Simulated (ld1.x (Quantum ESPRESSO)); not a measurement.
Building the PAW potential for Ni (PBE, scalar-relativistic).

| Property | Result |
| --- | --- |
| Element | nickel (Ni) |
| Generator | ld1.x (Quantum ESPRESSO) 7.5 |
| Type | PAW |
| Functional | PBE |
| Relativity | scalar-relativistic |
| Frozen core | [Ne] |
| Valence charge | 18 |
| Reference configuration | 3s2 3p6 3d8.5 4s1.5 4p0 |
| Partial waves | 3s (bound): rcut 1.00, rcutus 1.10 bohr; 4s (bound): rcut 1.00, rcutus 1.10 bohr; 3p (bound): rcut 1.15, rcutus 1.45 bohr; 4p (bound, empty): rcut 1.15, rcutus 1.45 bohr; 3d (bound): rcut 1.70, rcutus 1.90 bohr; 3d channel at 0.55 Ry: rcut 1.70, rcutus 1.90 bohr |
| Local potential | all-electron potential smoothed inside 1.60 bohr (lloc = -2) |
| Core correction | a·sin(br)/r model core, default radius (core density twice the valence density) |
| Augmentation charge | PSQ, inside the norm-conserving radii |

(1) Estimate the cutoffs (Ry, on a coarse ladder) from which the occupation-weighted sum of valence levels, in a spherical-Bessel basis at the reference potential, stays within 10 and 1 mRy of its value at 400 Ry.

(2) What does a ghost test show?

(3) Is the overlap operator S = 1 + Σ q|β⟩⟨β| positive definite (Bessel basis up to 400 Ry)?

## Answers

(1) 55 Ry and 90 Ry.

(2) No extra level below or beside the all-electron valence levels (s, p, d, f tested).

(3) Yes: its lowest eigenvalue is 0.08 (p channel).

Test run stopped at test 1 of 7 (negative rho).
